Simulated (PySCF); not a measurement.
## Dipole moment and polarisability of `[H]/N=C\[C@@H]1CCC[O+]1[AlH3-]`

Species: C5H12AlNO.
SMILES with atom numbers: `[H]/[N:1]=[CH:2]\[C@@H:3]1[CH2:4][CH2:5][CH2:6][O+:7]1[AlH3-:8]` (hydrogens: H9 on N1; H10 on C2; H11 on C3; H12, H13 on C4; H14, H15 on C5; H16, H17 on C6; H18, H19, H20 on Al8)

Geometry (PBE0-D3(BJ)/def2-SVP, Å), atoms numbered from 1 in this order:
```
atom  x, y, z in Å
N1    -0.3679    1.5085    1.9558
C2    -1.0343    1.4098    0.8891
C3    -0.6411    0.6933   -0.3823
C4    -1.5864   -0.4514   -0.7314
C5    -1.0101   -1.5978    0.0946
C6     0.4849   -1.3823   -0.0453
O7     0.6311    0.0446   -0.2182
Al8    2.4135    0.9134   -0.3745
H9     0.5459    1.0437    1.8616
H10   -2.0301    1.8870    0.8387
H11   -0.5336    1.4294   -1.1952
H12   -1.5297   -0.6726   -1.8081
H13   -2.6316   -0.2178   -0.4847
H14   -1.3175   -1.5027    1.1474
H15   -1.3202   -2.5894   -0.2621
H16    1.0701   -1.6816    0.8358
H17    0.9080   -1.8691   -0.9376
H18    2.8367    0.9089    1.1767
H19    3.1399   -0.1600   -1.3204
H20    1.9204    2.3001   -1.0110
```

Level: PBE0/def2-SVPD (PySCF), static field, nuclei fixed, core orbitals frozen in the response. The polarisability tensor in these axes (au):

```
x   105.43   0.65   1.69
y     0.65  97.29   4.12
z     1.69   4.12  95.48
```

**Question.** Give the principal values, the mean and the anisotropy Δα = √{½[(α1 − α2)² + (α2 − α3)² + (α1 − α3)²]}.

**Answer.** Principal values 92.11, 100.15 and 105.95 au; mean 99.40 au = 14.73 Å³ = 16.39 × 10⁻⁴⁰ C²·m²/J; Δα = 12.04 au (12 % of the mean).

**Question.** What is the dipole moment, and where does it point?

**Answer.** (-4.86, -3.70, -1.82) D, 6.38 D in size, pointing from the negative to the positive side. Measured along this direction, the outermost atoms are H18 at the negative end and H15 at the positive end.

**Question.** Rayleigh depolarisation ratio (linearly polarised light, static tensor)?

**Answer.** ρ = 3Δα²/(45ᾱ² + 4Δα²) = 434.7/(444612 + 579.7) ≈ 0.000977.

**Question.** What are the principal values of the traceless quadrupole moment, Θ = ½Σq(3rr − r²1), about the centre of nuclear charge?

**Answer.** -11.18, 1.20, 9.98 D·Å. The values depend on the origin, since the dipole doesn't vanish. The electronic extent ⟨r²⟩ about the same centre is 1210 bohr², a root-mean-square distance of 2.20 Å for the 70 electrons.

**Question.** Molar refractivity from α?

**Answer.** Lorentz–Lorenz: R = (4π/3)N_A α = 2.5225 cm³/(mol·Å³) × 14.73 Å³ = 37.2 cm³/mol, in the limit of long wavelengths.

**Question.** Sum over states: ᾱ = Σ f/ω², ω in Eh. What share falls to these 10 lowest TDDFT singlets (eV, f)? 5.17, 0.0020; 5.84, 0.0015; 5.95, 0.0029; 6.28, 0.0090; 6.50, 0.0081; 6.82, 0.0329; 7.04, 0.0244; 7.10, 0.0034; 7.36, 0.0435; 7.42, 0.0222.

**Answer.** They add up to 2.29 au, 2.3 % of the 99.40 au; the largest single term is 0.60 au, from the state at 7.36 eV. Terms in order: 0.05, 0.03, 0.06, 0.17, 0.14, 0.52, 0.36, 0.05, 0.60, 0.30 au. Higher excitations give the rest. The strengths listed sum to 0.150.

**Question.** What would n − 1 = 2πNα be for an ideal gas of these molecules at 273.15 K and 1 atm, electronic part alone?

**Answer.** N = p/kT = 2.6868 × 10¹⁹ cm⁻³, so n − 1 = 2π × N × 14.73 × 10⁻²⁴ cm³ = 2487 × 10⁻⁶ at long wavelengths, for an ideal gas.

The structure is a single PBE0-D3(BJ)/def2-SVP conformer in the gas phase; no vibrational or solvent corrections.

These values come from a run that also computed excited states and ΔSCF ions. Hardware: one thread, Arm Neoverse V2 (aarch64), no GPU, on a shared host. Cost: 4.7 min, 1.0 GiB resident at most.
